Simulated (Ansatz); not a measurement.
Molecule: ZnF, charge 0, multiplicity 2. The spin state was set by rule; other spins were not relaxed. 
Structure (B3LYP-D3(BJ)/def2-TZVP (Ansatz, an electronic-structure program) minimum search):
```xyz
2

Zn     0.0000     0.0000    -0.4161
F      0.0000     0.0000     1.3870
```
Charge 0, spin multiplicity 2.

Basis-set convergence of Hartree-Fock and CCSD(T) correlation energies (hartree) with Ansatz. Correlated levels leave the core frozen unless marked. Open shells are spin-unrestricted. No spin-orbit coupling. The frozen core is the preceding noble-gas configuration, with the filled d and f shells of earlier blocks. No relativistic terms.

| basis | functions | E(HF) | E(corr, CCSD(T)) |
|---|---|---|---|
| def2-SVPD | 57 | -1876.94058 | -0.48228 |
| def2-TZVPPD | 107 | -1877.29758 | -0.71148 |
| def2-QZVPPD | 166 | -1877.34406 | -0.76749 |

Extrapolating the two largest sets (X = 3 and 4) as X^-3: E(corr) = (64·(-0.76749) - 27·(-0.71148))/37 = -0.8084 Eh, an estimate of the basis-set limit. The largest set recovers 94.9 % of it, the smallest 59.7 %.
